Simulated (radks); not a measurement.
Species: Hg I. Configuration: [Hg].

Calculated with a radial shooting solver on a logarithmic mesh with Libxc functionals: non-relativistic Kohn-Sham, LDA (Slater exchange, Perdew-Wang correlation), spin-polarised, spherical densities, point nucleus; relativity is left out, which matters for an element this heavy.

Energy parts (eV):
| part | energy |
|---|---|
| total | -500804.90 |
| kinetic | 500638.02 |
| electron-nucleus | -1192866.11 |
| Hartree | 200683.12 |
| exchange-correlation | -9259.93 |

Orbitals (lengths in bohr, moments of r in powers of bohr):
orbital  occ.  eigenvalue (eV)   <1/r>
1s          2        -74967.99   79.41
2s          2        -12552.03   18.70
2p          6        -12077.74   18.74
3s          2        -2955.098   7.253
3p          6        -2730.063   7.212
3d         10        -2308.762   7.147
4s          2        -631.9242   3.179
4p          6        -534.3242   3.093
4d         10        -354.2674   2.914
4f         14        -111.8429   2.580
5s          2         -93.1530   1.333
5p          6         -61.5467   1.220
5d         10         -12.3105  0.9052
6s          2          -5.5825  0.4095

The highest occupied level is 6s at -5.582 eV. The density falls to 0.001 e/bohr^3 at r = 4.53 bohr. Virial ratio -V/T = 2.00033.
